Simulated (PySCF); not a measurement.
## Calculated NMR data

Method: geometry: GFN2-xTB, shielding tensors at PBE0/pcSseg-1 (GIAO), in PySCF 2.14.0 with density-fitted response routines (no solvent, fast rotation and ring inversion assumed for equivalent nuclei, single conformer, non-relativistic).

Shifts are taken against calculated references (same method and geometry level): TMS for 1H (σref 31.72), 13C (σref 186.93). Splittings of carbon signals by F and P are missing where no couplings were computed. Where no couplings were computed, multiplicities follow the n + 1 count of equivalent neighbours, and m marks all less simple cases (inequivalent or close neighbours, rings, F or P nearby). Shifts are as computed. Against solution values, carbons near 30 ppm lie about +3 ppm off and those near 130 ppm about +5 ppm. Of 1211 compounds with measured shifts, 218 miss one by over three times the rms of a fit or turn the order of signals round; such compounds aren't used in these exercises.

**1.** `C=Cc1c(C)c(C)cp1C`, C$_{9}$H$_{13}$P. 1H NMR (500 MHz, computed): δ 7.09 (m, 1H), 6.66 (m, 1H), 5.73 (m, 1H), 5.33 (m, 1H), 2.21 (s, 3H), 2.15 (s, 3H), 1.20 (m, 3H). 13C{1H} NMR (computed): δ 160.5, 157.2, 148.4, 142.2, 138.1, 121.0, 20.9, 16.2, 15.5.

**2.** `C=CO/C([SiH3])=C\[SiH3]`, C$_{4}$H$_{10}$OSi$_{2}$. 1H NMR (500 MHz, computed): δ 6.87 (m, 1H), 5.61 (q, 1H), 5.06 (m, 1H), 4.52 (m, 1H), 4.33 (s, 3H), 4.17 (d, 3H). 13C{1H} NMR (computed): δ 174.2, 155.8, 122.0, 97.4.

**3.** `C/C(=C/O[SiH3])CF`, C$_{4}$H$_{9}$FOSi. 1H NMR (500 MHz, computed): δ 6.23 (m, 1H), 5.43 (m, 2H), 5.01 (s, 3H), 1.84 (s, 3H). 13C{1H} NMR (computed): δ 142.8, 124.0, 81.2, 16.5.
